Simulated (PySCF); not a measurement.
## Ge³⁰⁺ (germanium, charge +30): Hartree-Fock from Schrödinger to Dirac-Coulomb-Breit

Occupied: 1s1/2. Hartree-Fock calculated with PySCF 2.14 in an uncontracted even-tempered set (19 s from 3.5 bohr⁻², ratio 2.3; 13 p from 4.2 bohr⁻², ratio 2.3), Gaussian nucleus throughout. NR is non-relativistic, sf-X2C the spin-free one-electron X2C Hamiltonian, X2C adds the bare one-electron spin-orbit term, X2C-SNSO screens it by Boettger's factors, DC is four-component Dirac-Coulomb, and the Gaunt and Breit terms are added at first order (total energies over the DC spinors, levels after relaxing the spinors in that mean field). QED terms are absent. Levels marked empty are virtual spinors of this ion.

```tsv
Hamiltonian	E (hartree)	E − E(DC) (hartree)	CPU seconds
NR	-1004.1026	13.9391	0.31
sf-X2C	-1017.8304	0.2113	0.18
X2C	-1017.8304	0.2113	0.18
X2C-SNSO	-1017.8304	0.2113	0.18
DC	-1018.0417	0.0000	3.1
DC+Gaunt	-1017.6113	0.4304	5.4
DC+Breit	-1017.6113	0.4304	44
```

Q: Give the 2p spin-orbit interval with each Hamiltonian that has one.

A: X2C 42.38; X2C-SNSO 41.03; DC 40.21; DC+Gaunt 39.04; DC+Breit 39.04 (eV).

```tsv
level (eV)	NR	sf-X2C	X2C	X2C-SNSO	DC	DC+Gaunt	DC+Breit
1s1/2	-13392.4	-13570.9	-13570.9	-13570.9	-13576.6	-13565.0	-13565.0
2s1/2 (empty)	-3143.3	-3195.6	-3195.6	-3195.6	-3196.2	-3194.9	-3195.1
2p1/2 (empty)	-3084.9	-3106.7	-3135.4	-3134.4	-3134.1	-3131.6	-3131.9
2p3/2 (empty)	-3084.9	-3106.7	-3093.0	-3093.4	-3093.8	-3092.5	-3092.9
3s1/2 (empty)	-1383.3	-1401.6	-1401.6	-1401.6	-1401.7	-1401.4	-1401.4
```

Weight of the small component: 1s1/2 0.0136, 2s1/2 0.00314, 2p1/2 0.00312, 2p3/2 0.00308, 3s1/2 0.00138.

Koopmans' value for the highest occupied level at DC+Breit: 13565.0 eV, against an ionisation energy of 13557.4 eV (theoretical estimate listed by NIST; NIST Atomic Spectra Database, ionization energies); the former lacks relaxation, correlation, QED and recoil.

The whole ladder took 54 s of wall time on 1 thread of Neoverse-V1 (shared host), launched as `OMP_NUM_THREADS=1 python relrun2.py TASK.json OUT` (a driver that calls PySCF for each Hamiltonian).
